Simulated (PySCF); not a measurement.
In(NH2)3 (H6InN3), SMILES [In]([NH2])([NH2])[NH2].

The structure is a stationary point at B3LYP-D3(BJ)/def2-SVP. The structure was generated by enumeration; whether it is a known compound was not checked. The def2 effective core potentials stand for the cores of In; spin–orbit coupling is left out. One conformer was computed; it need not be the lowest.

Computed with PBE/def2-TZVP (PySCF).

Symmetry labels are those of the subgroup Cs that the program uses (full group Cs).

Computed valence orbital energies around the gap with their symmetry:
```json
[
 {"orbital": "HOMO−7", "symmetry": "A\"", "energy (eV)": "-11.13"},
 {"orbital": "HOMO−6", "symmetry": "A\"", "energy (eV)": "-11.00"},
 {"orbital": "HOMO−5", "symmetry": "A'", "energy (eV)": "-10.43"},
 {"orbital": "HOMO−4", "symmetry": "A'", "energy (eV)": "-8.07"},
 {"orbital": "HOMO−3", "symmetry": "A\"", "energy (eV)": "-8.03"},
 {"orbital": "HOMO−2", "symmetry": "A'", "energy (eV)": "-6.05"},
 {"orbital": "HOMO−1", "symmetry": "A'", "energy (eV)": "-5.58"},
 {"orbital": "HOMO", "symmetry": "A\"", "energy (eV)": "-5.41"},
 {"orbital": "LUMO", "symmetry": "A'", "energy (eV)": "-1.67"},
 {"orbital": "LUMO+1", "symmetry": "A'", "energy (eV)": "-0.61"},
 {"orbital": "LUMO+2", "symmetry": "A'", "energy (eV)": "-0.01"},
 {"orbital": "LUMO+3", "symmetry": "A\"", "energy (eV)": "-0.01"}
]
```
